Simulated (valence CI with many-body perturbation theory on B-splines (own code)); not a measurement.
Rb¹⁵⁺: calculated level list

Calculated by configuration interaction combined with many-body perturbation theory (CI+MBPT): four valence electrons over a frozen Dirac-Fock core [Ar], a basis of 7 s, 7 p, 8 d, 6 f, 4 g, 1 h functions for each j, with the one-electron correlation potential Σ1 (screened to all orders), the two-electron term Σ2, the three-electron term Σ3, Breit, model QED; selected single and double excitations, second order for the rest, scaled by the run's own slope (own B-spline code, finite nucleus).

No measured spectrum was set against this ion. As an estimate, terms of the open shell hold to 2 to 4 % of their energy, and close levels can change places. Only levels of the ground parity were solved; by the run's estimate the other parity begins above the list, which can be wrong where configurations are misplaced.

Levels 1 to 31 of 31, with energies above the lowest level, 3d4 5D_0. "Leading %" is the weight of the configuration and term that name the level; weights of strongly mixed levels are sums over their largest components and can fall short, so below about 35 % the name and the second component can differ from the true leading terms, or belong to a minority configuration. In the jj column 3d3/2^4 stands for four electrons in 3d with j = 3/2.

```tsv
No.	Configuration	Term	J	E (cm⁻¹)	Leading %	g	Second component	Leading jj
1	3d4	5D	0	0.0	92		8 % 3d4 3P	3d3/2^2 3d5/2^2 (52 %)
2	3d4	5D	1	3110	96	1.498	4 % 3d4 3P	3d3/2^3 3d5/2 (68 %)
3	3d4	5D	2	7455	98	1.495		3d3/2^2 3d5/2^2 (66 %)
4	3d4	5D	3	12217	98	1.492		3d3/2^2 3d5/2^2 (51 %)
5	3d4	5D	4	17061	95	1.487	4 % 3d4 3F	3d3/2^2 3d5/2^2 (40 %)
6	3d4	3P	0	52370	83		9 % 3d4 1S	3d3/2^4 (49 %)
7	3d4	3H	4	58434	68	0.896	13 % 3d4 3G	3d3/2^3 3d5/2 (68 %)
8	3d4	3P	1	65024	93	1.468		3d3/2^2 3d5/2^2 (43 %)
9	3d4	3H	5	65326	86	1.055	14 % 3d4 3G	3d3/2^2 3d5/2^2 (93 %)
10	3d4	3F	3	67805	50	0.927	48 % 3d4 3G	3d3/2^2 3d5/2^2 (55 %)
11	3d4	3H	6	69378	92	1.152	8 % 3d4 1I	3d3/2^2 3d5/2^2 (68 %)
12	3d4	3F	2	69682	93	0.692	5 % 3d4 1D	3d3/2^2 3d5/2^2 (54 %)
13	3d4	3F	4	73309	55	1.110	25 % 3d4 3H	3d3/2^2 3d5/2^2 (44 %)
14	3d4	3P	2	79309	85	1.448	14 % 3d4 3D	3d3/2^2 3d5/2^2 (50 %)
15	3d4	3G	4	81620	62	1.071	22 % 3d4 1G	3d3/2^2 3d5/2^2 (80 %)
16	3d4	3G	3	82284	50	0.916	49 % 3d4 3F	3d3/2 3d5/2^3 (67 %)
17	3d4	3G	5	87350	86	1.175	14 % 3d4 3H	3d3/2 3d5/2^3 (93 %)
18	3d4	3D	3	94622	94	1.314		3d3/2 3d5/2^3 (38 %)
19	3d4	3D	2	96993	72	1.169	12 % 3d4 3P	3d3/2 3d5/2^3 (34 %)
20	3d4	1I	6	98512	92	1.011	8 % 3d4 3H	3d3/2 3d5/2^3 (68 %)
21	3d4	3D	1	100070	96	0.533		3d3/2 3d5/2^3 (62 %)
22	3d4	1G	4	106030	69	1.030	16 % 3d4 3F	3d5/2^4 (55 %)
23	3d4	1S	0	111170	89		11 % 3d4 3P	3d3/2 3d5/2^3 (67 %)
24	3d4	1D	2	122620	77	1.026	10 % 3d4 3D	3d3/2^2 3d5/2^2 (46 %)
25	3d4	1F	3	133180	87	1.015	7 % 3d4 3F	3d3/2 3d5/2^3 (60 %)
26	3d4	3P	2	152050	94	1.468		3d3/2^2 3d5/2^2 (57 %)
27	3d4	3F	4	155900	94	1.234	5 % 3d4 1G	3d3/2^2 3d5/2^2 (76 %)
28	3d4	3F	2	158470	94	0.691		3d3/2^2 3d5/2^2 (50 %)
29	3d4	3F	3	160370	90	1.076	9 % 3d4 1F	3d3/2 3d5/2^3 (88 %)
30	3d4	3P	1	163600	99	1.495		3d3/2 3d5/2^3 (88 %)
31	3d4	3P	0	169310	97			3d5/2^4 (56 %)
```

Names give the largest LS component (configuration and term), which can be under half, so a name can repeat, a term be missing and a line seem to break the LS rules; names also repeat where a configuration has a term twice.

The ionisation energy to 3d3 4F_3/2 of the next ion comes out as 550.05 eV (NIST: 550 ± 3 eV (theoretical)). All 31 levels together are meant to be complete up to 176150 cm⁻¹.
